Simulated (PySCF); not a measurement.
# What a mistake does to a calculation on CGeH5NO

These are calculations, not measurements. The program is PySCF 2.14.0, an open-source quantum chemistry code, run on an isolated molecule that a program drew, which may never have been made. The molecule is CGeH5NO (charge 0, singlet), drawn as the SMILES string `[NH]=[GeH][CH2]O`.

Each row is a Hartree-Fock (HF) and frozen-core CCSD(T) single point in the cc-pVDZ basis, meant for a local HF minimum. Run 1 is clean. Each other run has one planted mistake out of seven kinds, and not every kind appears here: one electron removed, one electron added, multiplicity raised by two, geometry at a saddle point, minimal basis STO-3G, one bond length entered in bohr, all coordinates scaled. The reference is restricted for singlets and unrestricted otherwise, and also for a bond in bohr. Adding or removing an electron swaps singlet and doublet. Electrons count all cores. HOMO and LUMO are orbital energies over both spins, the gradient is its largest component, and the lowest frequency (negative if imaginary) is given only where the gradient is small. Bond lengths are over the 8 bonds as drawn. T1 is the CCSD diagnostic: over 0.02 (restricted) or 0.045 (unrestricted) a single reference is doubtful. Germanium has the cc-pVDZ-PP basis, with a core potential (ECP10MDF) in place of its 10 inner electrons, and its 3s, 3p and 3d shells are frozen in CCSD(T).

Geometry of the clean run:
```xyz
9
CGeH5NO, angstrom
N     2.2051   -0.7610    2.1822
Ge    1.1372    0.5373    2.2456
C    -0.0198    1.3391    0.8517
O    -0.4591    2.6210    1.2126
H     2.2758   -1.1862    1.2680
H     0.9614    1.2493    3.5839
H    -0.8501    0.6634    0.6222
H     0.5663    1.4418   -0.0609
H    -1.1244    2.5576    1.8814
```

| run | electrons | basis functions | <S^2> | HOMO (eV) | LUMO (eV) | gradient (hartree/bohr) | lowest frequency (cm^-1) | mean bond (Å) | longest bond (Å) | T1 | HF (hartree) | CCSD(T) (hartree) | mistake |
|---|---|---|---|---|---|---|---|---|---|---|---|---|---|
| 1 | 58 | 90 | 0.000 | -9.60 | 2.19 | 8.5e-06 | 38 | 1.3415 | 1.981 | 0.0174 | -463.39036 | -464.04221 | no fault |
| 2 | 57 | 90 | 0.756 | -16.30 | -6.73 | 9.2e-02 | - | 1.3415 | 1.981 | 0.0385 | -463.11601 | -463.70557 | one electron removed |
| 3 | 59 | 90 | 0.774 | 0.77 | 8.77 | 5.3e-02 | - | 1.3415 | 1.981 | 0.0136 | -463.33690 | -463.98904 | one electron added |
| 4 | 58 | 90 | 1.536 | -8.10 | 1.26 | 2.5e-02 | - | 1.5286 | 3.179 | 0.0451 | -463.30278 | -463.89503 | one bond length entered in bohr |
| 5 | 58 | 90 | 2.031 | -6.28 | 0.64 | 1.2e-01 | - | 1.3415 | 1.981 | 0.0119 | -463.32095 | -463.92034 | ? |
| 6 | 58 | 90 | 0.000 | -10.05 | 2.79 | 1.2e-01 | - | 1.2356 | 1.824 | 0.0139 | -463.31675 | -463.94319 | ? |

**Which mistake was planted in run 5, and what did it cost?**

Electrons, basis and geometry are unchanged, and <S^2> is 2.031, beside S(S+1) = 2.00 for a multiplicity of 3. So the mistake is: multiplicity raised by two. Subtracting run 1 and multiplying by 627.51 kcal/mol a hartree, the energy moved by 43.6 kcal/mol in HF and 76.5 kcal/mol in CCSD(T).

**Which mistake was planted in run 6, and what did it cost?**

The mean and the longest bond both change by the same factor, 0.921, and the gradient is no longer small. So the mistake is: all coordinates scaled. Subtracting run 1 and multiplying by 627.51 kcal/mol a hartree, the energy moved by 46.2 kcal/mol in HF and 62.1 kcal/mol in CCSD(T).

Cautions from the logs. Run 3: the HOMO is above zero, so the electron isn't bound and the energy depends on the basis; run 4: T1 is over the limit, so its CCSD(T) energy is less reliable.
